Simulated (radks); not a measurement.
Question: These are the eigenvalues of the occupied orbitals of an atom or ion with whole-number occupations (eV). Calculated with a radial shooting solver on a logarithmic mesh with Libxc functionals: Dirac Kohn-Sham, LDA (Slater exchange, Perdew-Zunger correlation), spin-unpolarised, spherical densities, point nucleus.

1s1/2: -59.5880

Which element is it, and in what charge state? The configuration may be excited. Open shells, if any, fill j = l - 1/2 first.

Answer: Z = 3, lithium, charge +1: Li+ in [He]. The 1s level, -2.1898 hartree, gives Z - s = 2.1 by -(Z - s)^2/2, which with screening and relativity narrows Z to a few neighbours, and the depths must fix Z and the occupations together.
